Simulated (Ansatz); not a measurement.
The inner images of a band of ClFH₉NSiW (14 atoms, charge 0, multiplicity 1) are given out of order.

Method: RKS BLYP-D4/def2-SVP (Ansatz).

Image 0:

```xyz
14
Properties=species:S:1:pos:R:3
W 0.026 0.092 0.371
Cl -0.644 0.254 2.541
H 1.441 -0.945 0.485
H -0.701 1.531 -0.339
H -1.459 -0.257 -0.409
H -0.356 -1.541 0.023
F 0.826 0.211 -1.363
N 1.746 1.702 0.815
H 2.494 1.414 0.165
Si 1.241 3.429 0.523
H 0.968 3.561 -0.933
H 0.049 3.688 1.380
H 2.364 4.342 0.930
H 2.130 1.550 1.759
```

Image 8:

```xyz
14
Properties=species:S:1:pos:R:3
W 0.172 0.077 0.002
Cl -0.525 0.485 2.329
H 1.006 -0.939 1.088
H -0.893 1.407 0.110
H -1.422 -0.277 -0.501
H -0.410 -1.529 0.021
F 1.130 0.181 -1.601
N 1.830 1.695 0.650
H 2.696 1.555 0.105
Si 1.227 3.415 0.554
H 0.808 3.636 -0.861
H 0.108 3.535 1.525
H 2.345 4.353 0.904
H 2.050 1.436 1.624
```

Problem. Put them in order from the first end to the last, with their energies above the first end.
A.
```xyz
14
Properties=species:S:1:pos:R:3
W 0.054 0.075 0.300
Cl -0.674 0.183 2.440
H 1.467 -0.964 0.645
H -0.780 1.576 -0.217
H -1.444 -0.271 -0.466
H -0.290 -1.577 -0.017
F 0.869 0.232 -1.389
N 1.747 1.715 0.806
H 2.568 1.449 0.241
Si 1.228 3.436 0.504
H 0.906 3.563 -0.943
H 0.072 3.694 1.406
H 2.366 4.357 0.854
H 2.035 1.562 1.784
```
B.
```xyz
14
Properties=species:S:1:pos:R:3
W 0.030 0.084 0.360
Cl -0.678 0.193 2.517
H 1.462 -0.936 0.514
H -0.726 1.548 -0.285
H -1.445 -0.263 -0.441
H -0.318 -1.550 -0.018
F 0.835 0.244 -1.360
N 1.738 1.706 0.828
H 2.524 1.411 0.228
Si 1.241 3.429 0.503
H 0.908 3.540 -0.942
H 0.092 3.714 1.408
H 2.390 4.340 0.840
H 2.069 1.570 1.795
```
C.
```xyz
14
Properties=species:S:1:pos:R:3
W 0.087 0.072 0.222
Cl -0.648 0.182 2.379
H 1.443 -0.981 0.757
H -0.835 1.583 -0.121
H -1.455 -0.277 -0.451
H -0.288 -1.589 -0.001
F 0.895 0.238 -1.442
N 1.755 1.720 0.789
H 2.592 1.471 0.240
Si 1.224 3.440 0.501
H 0.900 3.561 -0.947
H 0.068 3.694 1.403
H 2.359 4.364 0.850
H 2.024 1.553 1.770
```
D.
```xyz
14
Properties=species:S:1:pos:R:3
W 0.165 0.082 0.010
Cl -0.496 0.405 2.360
H 1.040 -0.951 1.047
H -0.915 1.393 0.176
H -1.436 -0.279 -0.466
H -0.394 -1.533 -0.010
F 1.085 0.252 -1.609
N 1.816 1.699 0.681
H 2.700 1.532 0.175
Si 1.243 3.422 0.515
H 0.843 3.599 -0.912
H 0.112 3.595 1.466
H 2.369 4.358 0.846
H 1.990 1.458 1.668
```
E.
```xyz
14
Properties=species:S:1:pos:R:3
W 0.163 0.082 0.015
Cl -0.500 0.295 2.366
H 1.136 -0.933 0.993
H -0.906 1.409 0.209
H -1.453 -0.291 -0.397
H -0.364 -1.543 0.012
F 1.015 0.282 -1.635
N 1.792 1.707 0.704
H 2.687 1.517 0.226
Si 1.248 3.433 0.485
H 0.869 3.577 -0.951
H 0.109 3.652 1.416
H 2.385 4.359 0.805
H 1.942 1.482 1.700
```
F.
```xyz
14
Properties=species:S:1:pos:R:3
W 0.127 0.072 0.136
Cl -0.588 0.192 2.361
H 1.378 -0.965 0.859
H -0.875 1.543 0.017
H -1.464 -0.295 -0.392
H -0.304 -1.586 0.043
F 0.916 0.245 -1.526
N 1.768 1.723 0.755
H 2.617 1.490 0.218
Si 1.223 3.442 0.485
H 0.868 3.561 -0.958
H 0.080 3.688 1.406
H 2.361 4.371 0.803
H 2.017 1.549 1.741
```
G.
```xyz
14
Properties=species:S:1:pos:R:3
W 0.148 0.080 0.066
Cl -0.546 0.216 2.358
H 1.269 -0.939 0.932
H -0.892 1.480 0.153
H -1.467 -0.295 -0.364
H -0.336 -1.562 0.053
F 0.944 0.259 -1.604
N 1.779 1.716 0.723
H 2.648 1.501 0.208
Si 1.238 3.440 0.477
H 0.862 3.563 -0.961
H 0.105 3.684 1.409
H 2.382 4.365 0.784
H 1.988 1.521 1.714
```

Solution. B (+0.5 kJ/mol), A (+5.8 kJ/mol), C (+10.7 kJ/mol), F (+3.5 kJ/mol), G (-6.5 kJ/mol), E (-10.8 kJ/mol), D (-11.5 kJ/mol).

Time of the run: 8.9 min on 4 threads of Arm Neoverse V2 (shared host), peak memory 0.23 GiB.
